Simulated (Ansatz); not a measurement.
Pulling on the C4–H7 bond in C2H6Be (SMILES [BeH][CH2]C) (multiplicity 1 held, fragments rigid). Energies count from the point at 1.093 Å.
Geometry at that point (charge 0, multiplicity 1):
```json
[
 {"atom": "Be", "x (Å)": "-1.4452", "y (Å)": "-0.3387", "z (Å)": "0.7701"},
 {"atom": "H", "x (Å)": "-2.6893", "y (Å)": "-0.1958", "z (Å)": "1.2244"},
 {"atom": "C", "x (Å)": "0.1257", "y (Å)": "-0.5230", "z (Å)": "0.1984"},
 {"atom": "C", "x (Å)": "0.7015", "y (Å)": "0.6578", "z (Å)": "-0.6109"},
 {"atom": "H", "x (Å)": "0.1697", "y (Å)": "-1.4350", "z (Å)": "-0.4126"},
 {"atom": "H", "x (Å)": "0.7852", "y (Å)": "-0.7314", "z (Å)": "1.0519"},
 {"atom": "H", "x (Å)": "0.7254", "y (Å)": "1.5770", "z (Å)": "-0.0208"},
 {"atom": "H", "x (Å)": "0.1033", "y (Å)": "0.8659", "z (Å)": "-1.5011"},
 {"atom": "H", "x (Å)": "1.7234", "y (Å)": "0.4649", "z (Å)": "-0.9477"}
]
```

Restricted levels (R-, RO-) in cc, def2 and unpolarised 6-31G sets keep to the state of the molecule at rest. U- levels take the lowest unrestricted solution at each point, which mixes spins at long bonds. Active spaces are followed from a long bond inwards. Levels need not reach the same state.

Correlated levels freeze the cores.

The values were computed with Ansatz (Gaussian orbitals). 

Question: Give the energy at R = 3.496 Å at the level U-SCS-MP2/cc-pVDZ.

Answer: 4.75 eV

Question: What energy at R = 3.496 Å does R-MP2/cc-pVDZ give?

Answer: 6.44 eV

Question: Estimate the energy at R = 3.496 Å that FIC-MRCISD+Q on CASSCF(2,2)/cc-pVDZ returns for this input.

Answer: 4.69 eV

Doubts at one or more of the structures used: a restricted determinant that unrestricted orbitals would lower (R-MP2/cc-pVDZ); a spin-contaminated determinant (U-SCS-MP2/cc-pVDZ).

Ansatz is an electronic-structure program.
